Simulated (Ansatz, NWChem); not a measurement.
## C2H3Br (vinyl bromide): from total energies to a heat of formation

C2H3Br: 6 atoms, total charge 0, spin state singlet. As SMILES, `C=CBr`. The shape is that of a PBE0-D4/def2-TZVP optimisation.

Total energies at HF/aug-cc-pVDZ (NWChem 7.3.0); the atoms run unrestricted:

```tsv
species	state	energy (Eh)
C2H3Br	singlet	-2649.849245
C	triplet	-37.687763
Br	doublet	-2572.370780
H	doublet	-0.499334
```

Harmonic wavenumbers at PBE0-D4/def2-TZVP, in cm⁻¹: 349, 607, 626, 940, 982, 1019, 1280, 1403, 1677, 3165, 3227, 3261.

Measured heats of formation of the gaseous atoms at 298.15 K, in kJ/mol: C 716.9, Br 111.9, H 218.0. Spin-orbit lowering of the atoms at 298 K (mean of the ground term's levels less their thermal mean, from spectra), in kJ/mol: C 0.02, Br 14.69. Take 1 Eh = 2625.50 kJ/mol, 1 cm⁻¹ = 0.0119627 kJ/mol, RT = 2.479 kJ/mol.

Problem. What heat of formation follows?

Solution. 
1. Electronic atomisation energy: 2 × (-37.687763) + (-2572.370780) + 3 × (-0.499334) − (-2649.849245) = 0.604937 Eh = 1588.3 kJ/mol.
2. Zero-point energy: half the sum of the wavenumbers, 9268 cm⁻¹ = 110.9 kJ/mol.
3. Thermal vibrational enthalpy, Σ hcν̃/(exp(hcν̃/kT) − 1): 2.1 kJ/mol. Translation, rotation and pV of a non-linear molecule: 4 RT = 9.9 kJ/mol.
4. The 6 free atoms carry 5/2 RT each: 37.2 kJ/mol.
5. Spin-orbit coupling lowers the free atoms by 2 × 0.02 + 14.69 = 14.7 kJ/mol.
6. Atomisation enthalpy at 298 K: 1588.3 − 14.7 − 110.9 − 2.1 − 9.9 + 37.2 = 1487.9 kJ/mol.
7. Sum of the atoms' heats of formation: 2199.7 kJ/mol. Heat of formation: 2199.7 − 1487.9 = +711.8 kJ/mol.

The tabulated value is +73.7 kJ/mol (Active Thermochemical Tables), so this level is off by +638.1 kJ/mol, or 30.0 % of the atomisation enthalpy that the table implies (2125.9 kJ/mol). Hartree–Fock leaves out correlation, which is larger in the molecule than in the atoms, so it underbinds and puts the heat of formation too high. Relativity is left out. Anharmonicity and any spin-orbit splitting of the molecule are left out.
